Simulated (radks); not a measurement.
The iodine anion I-, [Xe], held by a Watson sphere: a shell of charge +1 at radius R that stands for the Madelung well of a crystal (potential energy -1/R inside, -1/r outside, in hartree with lengths in bohr). All-electron calculation, scalar-relativistic Kohn-Sham, r2SCAN, spin-polarised, spherical densities, finite nucleus; meta-GGA in the generalised Kohn-Sham scheme; Fermi nuclear charge, rms radius of each element as measured or else 0.836 A^(1/3) + 0.57 fm. Program: a radial shooting solver on a logarithmic mesh with Libxc functionals.

R (bohr)	e(4d) (eV)	e(5s) (eV)	e(5p) (eV)	<r> 5p (bohr)	sum of <r^2> (bohr^2)	X-ray form factor at sin(theta)/lambda = 0.2 1/angstrom
2.58	-50.650	-18.245	-7.880	2.478	68.98	42.377
2.66	-50.571	-18.133	-7.804	2.488	69.36	42.365
3.41	-49.912	-17.165	-7.022	2.565	72.49	42.303
4.05	-49.356	-16.453	-6.350	2.609	74.42	42.289
5.09	-48.501	-15.492	-5.394	2.649	76.37	42.289
